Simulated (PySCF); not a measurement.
H₄O, SMILES [OH4+2], charge +2.

Geometry: r2SCAN-D4/def2-TZVPD.

These are TDDFT-PBE/def2-TZVPD in PySCF values and carry that method's errors.

Vertical excitations; the highest root listed may be one member of a degenerate set.  State labels are in the subgroup D2.

Task: Give excitation energies, oscillator strengths and character. (An estimate is asked for; the answer gives what the named calculation found.)

Result: 
```tsv
state	symmetry	energy (eV)	λ (nm)	f	main pairs
S1	B2	17.37	71	0.117	HOMO→LUMO (degenerate set)
S2	B3	17.37	71	0.117	HOMO−1→LUMO (degenerate set)
S3	B1	17.37	71	0.117	HOMO−2→LUMO (degenerate set)
S4	B3	19.09	65	0.000	HOMO→LUMO+1, HOMO−2→LUMO+2 (degenerate set)
S5	B1	19.09	65	0.000	HOMO−1→LUMO+2, HOMO→LUMO+3 (degenerate set)
S6	B2	19.09	65	0.000	HOMO−2→LUMO+3, HOMO−1→LUMO+1 (degenerate set)
S7	A	19.38	64	0.000	HOMO→LUMO+2, HOMO−2→LUMO+1, HOMO−1→LUMO+3 (degenerate set)
S8	A	19.38	64	0.000	HOMO−1→LUMO+3, HOMO−2→LUMO+1 (degenerate set)
S9	B3	20.37	61	0.346	HOMO−2→LUMO+2, HOMO→LUMO+1 (degenerate set)
S10	B1	20.37	61	0.346	HOMO−1→LUMO+2, HOMO→LUMO+3 (degenerate set)
T1	B2	15.99	78	0	HOMO→LUMO (degenerate set)
T2	B1	15.99	78	0	HOMO−2→LUMO (degenerate set)
T3	B3	15.99	78	0	HOMO−1→LUMO (degenerate set)
T4	A	16.87	73	0	HOMO→LUMO+2 33 %, HOMO−1→LUMO+3 33 %, HOMO−2→LUMO+1 33 %
```
Triplets are in the Tamm–Dancoff approximation, which puts them higher than full response would, so one can lie above its singlet here.
